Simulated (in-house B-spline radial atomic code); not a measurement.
Values are calculated unless marked as measured or tabulated.
**Quantum size effects in thin Al films (jellium)**

The positive ions are smeared into a uniform slab; the electrons are solved self-consistently in the LDA (PW92) on a fine grid across the film. Stabilised jellium adds, inside the slab, the constant potential −n de/dn that makes the bulk stable at the metal's density. No lattice, so no dependence on crystal face. Atomic units unless named. The table is for plain jellium.

Al: 3 valence electrons per atom, density 2.7 g/cm³, mass 26.98 u, so r_s = 2.07 bohr.

```csv
thickness (nm),in Fermi wavelengths,filled subbands,work function (eV),surface energy (J/m²)
0.269,0.750,2,4.034,-0.600
0.314,0.875,2,3.564,-0.663
0.359,1.000,3,3.615,-0.593
0.403,1.124,3,3.985,-0.566
0.448,1.250,3,3.945,-0.610
0.493,1.375,3,3.629,-0.647
0.538,1.501,4,3.641,-0.594
0.583,1.625,4,3.925,-0.579
0.628,1.750,4,3.897,-0.612
0.673,1.875,4,3.669,-0.636
0.717,1.999,5,3.658,-0.596
0.762,2.125,5,3.887,-0.586
0.807,2.250,5,3.868,-0.612
```

**Question.** At what steps in thickness do new subbands fill, and why?

**Answer.** λ_F = 2π/k_F = 6.777 bohr = 0.359 nm. New subbands appear by 1, 1.5, 2 λ_F, each within the grid step of 1/8 λ_F; the true step is half a wavelength (0.179 nm), since a level crosses E_F each time one more half wave at k_F fits across the film.

**Question.** How large is the oscillation of the work function here?

**Answer.** It runs from 3.564 to 4.034 eV over the table, 0.47 eV within the first four rows and 0.23 eV within the last four, about a thick-film value of 3.77 eV. The grid can skip the cusp where a subband opens, so the true swing can be larger; measurement on the bulk metal gives 4.06 to 4.26 eV. The negative surface energies are plain jellium's known failure at high density.

**Question.** The film of 5.93 bohr has subband bottoms at -12.976, -7.796 eV, measured from the vacuum level. Show that these levels and neutrality give the work function in the table.

**Answer.** Each subband holds (E_F − ε_j)/π electrons per bohr², spin included. Neutrality needs n L = 0.026915 × 5.93 = 0.15961, and π n L × 27.2114 = 13.644 eV. So E_F = (π n L + Σ ε_j)/2 = (13.644 + (-20.772))/2 = -3.564 eV, and the work function is 3.564 eV.
